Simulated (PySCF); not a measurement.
# The potential of point charges around `C=CO[SiH2][Si@H](Cl)CCl`

Species: `C=CO[SiH2][Si@H](Cl)CCl`. Coordinates (GFN2-xTB, Å) and charges (e) from the PBE0/pcSseg-1 density (PySCF):

```csv
atom,x,y,z,Mulliken,IAO,Hirshfeld,ESP-fitted
C1,3.567,-0.185,-0.753,-0.2131,-0.3756,-0.1348,-0.5700
C2,2.711,-0.228,0.251,+0.0995,+0.0643,+0.0310,+0.0648
O3,1.384,-0.051,0.072,-0.5906,-0.5947,-0.1963,-0.2781
Si4,0.103,-0.263,1.051,+0.6281,+0.7266,+0.3158,+0.4844
Si5,-1.563,0.532,-0.332,+0.5036,+0.6630,+0.2757,+0.2327
Cl6,-1.578,2.546,-0.577,-0.3114,-0.3060,-0.1181,-0.1698
C7,-3.256,0.156,0.487,-0.5032,-0.5361,-0.1358,-0.4312
Cl8,-3.404,-1.602,0.746,-0.1644,-0.0991,-0.0593,-0.1225
H9,3.235,-0.014,-1.761,+0.1227,+0.1613,+0.0474,+0.2293
H10,4.619,-0.317,-0.587,+0.1222,+0.1613,+0.0504,+0.2123
H11,3.023,-0.403,1.273,+0.0985,+0.1345,+0.0504,+0.1390
H12,-0.011,-1.677,1.426,-0.0684,-0.1235,-0.0789,-0.0952
H13,0.298,0.468,2.315,-0.0869,-0.1299,-0.0771,-0.1035
H14,-1.661,-0.028,-1.686,-0.0106,-0.0936,-0.0648,-0.0060
H15,-3.374,0.623,1.463,+0.1843,+0.1706,+0.0453,+0.2006
H16,-4.100,0.451,-0.133,+0.1898,+0.1770,+0.0490,+0.2133
```

Points outside the species (Å): A (-4.9, 4.8, -3.9); B (-3.3, 0.5, 5.1); C (-10.5, 3.0, -1.4); D (2.4, 8.8, -0.3).

Find the potential V = 14.3996 V·Å × Σ q/r of each set of charges at these points.

In volts:

| point | nearest atom | distance (Å) | Mulliken | IAO | Hirshfeld | ESP-fitted |
| --- | --- | --- | --- | --- | --- | --- |
| A | Cl6 | 5.21 | -0.146 | -0.099 | -0.025 | -0.040 |
| B | H15 | 3.64 | +0.128 | +0.210 | +0.078 | +0.137 |
| C | H16 | 7.00 | -0.046 | -0.008 | +0.001 | +0.017 |
| D | Cl6 | 7.42 | -0.077 | -0.077 | -0.018 | -0.042 |

How far are the other sets from the ESP-fitted one at these points?

Root-mean-square difference: Hirshfeld 0.034 V, IAO 0.052 V, Mulliken 0.064 V. The ESP scheme fits charges at the nuclei, held to the total charge, to the electrostatic potential on points at 1.4 to 2.0 times the van der Waals radii.

What energy would a point charge of -2 e have at B in the field of the ESP charges, leaving out polarisation?

-0.275 eV = -26.5 kJ/mol, an attraction.

Geometry: GFN2-xTB, one conformer, isolated molecule.

Conformer computed: `[CH2:1]=[CH:2][O:3][SiH2:4][Si@H:5]([Cl:6])[CH2:7][Cl:8]`: C1–C2–O3–Si4 170°, C2–O3–Si4–Si5 176°, O3–Si4–Si5–Cl6 -73°, Si4–Si5–C7–Cl8 -58°.
